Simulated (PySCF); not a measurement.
# Diatomics of Cl with group 6

MP2 with triple-zeta basis sets in PySCF, for the lowest determinant that a PBE0 search found; no spin–orbit coupling. De refers to high-spin ground-configuration atoms.

```tsv
M	basis	reference, frozen orbitals	state (unpaired electrons)	Re (Å)	ωe (cm⁻¹)	De (eV)
Cr	def2-TZVPP	UHF, 10	sextet (σ ↑, π ↑↑, δ ↑↑)	2.133	421	n/a
Mo	def2-TZVPP	UHF, 5	sextet (σ ↑, π ↑↑, δ ↑↑)	2.278	388	n/a
W	def2-TZVPPD	UHF, 5	sextet (σ ↑, π ↑↑, δ ↑↑)	2.268	393	n/a
```

The shortest bond is that of CrCl (2.133 Å), the longest that of MoCl (2.278 Å).

The rows differ in basis set, which adds steps of its own.

Down a group the atoms grow and get heavier, so bonds lengthen and wavenumbers fall; this series shows no clear exception.

Correlated steps freeze the inner cores (5 to 10 orbitals); shallow outer-core shells are correlated. De is left out where the level can put another filling of the metal’s s and d shells below the measured ground configuration, by anything from nothing to about 1 eV. These are scalar-relativistic numbers at best; spin–orbit coupling would shift them, the dissociation energy most. With d or f electrons several states lie close, and the lowest PBE0 determinant need not be the measured ground state.
